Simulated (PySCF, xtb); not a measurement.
hydrogen fluoride (HF), SMILES F.

Geometry: PBE0-D3(BJ)/def2-TZVPD.

These are C-PCM-B3LYP/def2-TZVPD in PySCF 2.14.0 values and carry that method's errors.

The values are the electrostatic part of the solvation free energy, E(continuum) − E(gas) at the gas-phase geometry, in a cavity of scaled van der Waals radii (PySCF's table); cavitation and dispersion terms are not included. In vacuum the orbital gap is 11.38 eV. The dipole moment in vacuum is 1.80 D.

Computed values in water (ε = 78.36), cyclohexanone (ε = 15.62), chloroform (ε = 4.71):
```
solvent            ε  ΔG(elec) (kcal/mol)  dipole (D)  gap (eV)
-------------  -----  -------------------  ----------  --------
water          78.36                 -5.0        2.09     12.09
cyclohexanone  15.62                 -4.8        2.07     12.05
chloroform      4.71                 -3.9        2.02     11.94
```

For comparison, GFN2-xTB/ALPB(water) (xtb, at the GFN2-xTB geometry, all terms of that model) gives -12.4 kcal/mol.
